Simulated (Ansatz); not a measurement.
Geometry optimisation, RKS LDA/def2-SVP in Ansatz 0.2.0.

Input:

```yaml
crystal:
  periodic: [false, false, false]
  atoms:
    - { symbol: C, position_ang: [0.8357, -2.1308, 0.5925] }
    - { symbol: Si, position_ang: [0.7228, -0.7151, -0.6658] }
    - { symbol: C, position_ang: [0.0246, 0.8854, 0.0116] }
    - { symbol: "N", position_ang: [0.4705, 2.0536, -0.8121] }
    - { symbol: F, position_ang: [0.6361, 1.1151, 1.2172] }
    - { symbol: Si, position_ang: [-1.7752, 0.667, 0.2396] }
    - { symbol: H, position_ang: [1.3001, -2.9685, 0.1623] }
    - { symbol: H, position_ang: [-0.1765, -2.3642, 0.8979] }
    - { symbol: H, position_ang: [1.3569, -1.7687, 1.5102] }
    - { symbol: H, position_ang: [2.126, -0.4847, -1.1118] }
    - { symbol: H, position_ang: [-0.0341, -1.1737, -1.8453] }
    - { symbol: H, position_ang: [1.4339, 2.1319, -0.8115] }
    - { symbol: H, position_ang: [0.0434, 2.9082, -0.3264] }
    - { symbol: H, position_ang: [-2.5048, 0.3775, -1.0231] }
    - { symbol: H, position_ang: [-2.3965, 1.8689, 0.808] }
    - { symbol: H, position_ang: [-2.0859, -0.4246, 1.201] }
basis:
  gaussian: { orbitals: def2-SVP }
hamiltonian:
  xc: lda
relax:
  f_tol: 0.015
  max_steps: 40
```

Launched with:

```bash
$ ansatz run input.yaml --threads 2 --pin off --max-ram 3072MiB --backend cpu --events-out ev --progress --plain --runs-dir out
```

**Question.** Where does it end, and by what steps?

**Answer.** The run converged. After 7 steps the energy has fallen by 0.814 eV; F5 moved furthest, 0.28 Å.

```tsv
step	energy less start (eV)	largest force component (eV/Å)	accepted
0	0.0000	5.666	yes
1	-0.6618	1.516	yes
2	-0.7667	0.800	yes
3	-0.7952	0.478	yes
4	-0.8083	0.277	yes
5	-0.8131	0.149	yes
6	-0.8140	0.029	yes
7	-0.8141	0.011	yes
```

```xyz
16
Properties=species:S:1:pos:R:3
C 0.810 -2.085 0.572
Si 0.827 -0.741 -0.716
C 0.059 0.829 0.029
N 0.365 1.944 -0.737
F 0.607 0.877 1.366
Si -1.813 0.707 0.302
H 1.416 -2.966 0.277
H -0.230 -2.423 0.771
H 1.216 -1.656 1.512
H 2.239 -0.345 -1.090
H 0.089 -1.130 -1.973
H 1.352 2.043 -1.010
H -0.029 2.838 -0.415
H -2.532 0.432 -0.992
H -2.267 2.035 0.857
H -2.132 -0.382 1.291
```

Whether the end is a true minimum wasn't checked by a vibrational analysis.

Run time: 11 s on 2 threads of Intel(R) Xeon(R) 6975P-C (Granite Rapids), on a shared host, peak memory 0.2 GiB.
